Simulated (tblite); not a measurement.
Species: C4H3FN2 (charge -1 and doublet state).
Cartesian coordinates in Å at the GFN2-xTB level; atoms count from 1:
```xyz
10
C4H3FN2 angstrom
N      1.4659    2.1069   -1.8042
C      1.4506    1.4203   -0.8568
C      1.4710    0.6293    0.2645
N      0.5325   -0.2172    0.7197
C     -0.6094   -0.3725    0.0436
C     -1.5718   -1.2195    0.4785
F     -2.7538   -1.3772   -0.2237
H      2.3691    0.6866    0.8784
H     -0.8030    0.1789   -0.8861
H     -1.5422   -1.8310    1.3635
```

Method: GFN2-xTB as coded in tblite; computed harmonic values from a numerical Hessian at the method's own geometry, unscaled. Errors from tens to a few hundred cm⁻¹ against measured bands are possible. One conformer, not necessarily the lowest. Open shells enter through the occupations alone, without spin polarisation, and single modes of such species can be off by tens of per cent.

Harmonic wavenumbers (cm⁻¹): 93.2, 108.1, 198.8, 221.7, 304.9, 395.1, 429.1, 463.8, 527.8, 620.9, 691.6, 924.4, 1011.9, 1030.1, 1161.4, 1200.6, 1267.7, 1348.6, 1444.6, 1595.6, 2230.3, 2850.7, 2944.2, 3101.9.

A = 7197, B = 1213, C = 1038 MHz; mass 98.028 u (most abundant isotopes); point group Cs, symmetry number 1; spin multiplicity 2.

Problem. Zero-point energy?

Solution. Half the sum of the wavenumbers: 13084 cm⁻¹ = 156.52 kJ/mol.

Problem. What is S at 400 K and 1 bar for an ideal gas of classical rigid rotors and harmonic oscillators?

Solution. Translation 172.15, rotation 120.66, vibration 95.70, spin (R ln 2) 5.76: S = 394.3 J/(mol K).

Problem. And Cp and H(400 K) − H(0)?

Solution. Cp = 130.25 J/(mol K), of which vibrations give 96.99 (their classical limit is 24 R = 199.5); H(400 K) − H(0) = 33.96 kJ/mol without the zero-point energy, 20.66 from vibrations.

Problem. What must be added to the electronic energy to get the Gibbs energy at 400 K and 1 bar?

Solution. ZPE + [H(400 K) − H(0)] − T·S = 156.52 + 33.96 − 157.71 = 32.77 kJ/mol.

Problem. Which modes carry the vibrational entropy at 400 K?

Solution. 93.2 cm⁻¹: 17.44; 108.1 cm⁻¹: 16.22; 198.8 cm⁻¹: 11.28; 221.7 cm⁻¹: 10.41; 304.9 cm⁻¹: 7.95; 395.1 cm⁻¹: 6.06 J/(mol K); the other 18 give 26.34 together.

Problem. Blend soft modes into free rotors: weight 1/[1 + (100 cm⁻¹/ν̃)⁴] for the oscillator and the rest for a rotor with moment μB/(μ + B), μ = h/(8π²ν), B = 10⁻⁴⁴ kg m². What vibrational entropy results?

Solution. 91.95 J/(mol K) in place of 95.70, which changes −T·S at 400 K by +1.50 kJ/mol.

Hindered rotation and anharmonicity are outside this model. Other conformers, if any are populated, would add a mixing term that is left out.

Time: 0.18 s wall. Hardware: one thread, Arm Neoverse V1 (aarch64), on a shared host. This covers the Hessian and the dipole derivatives.
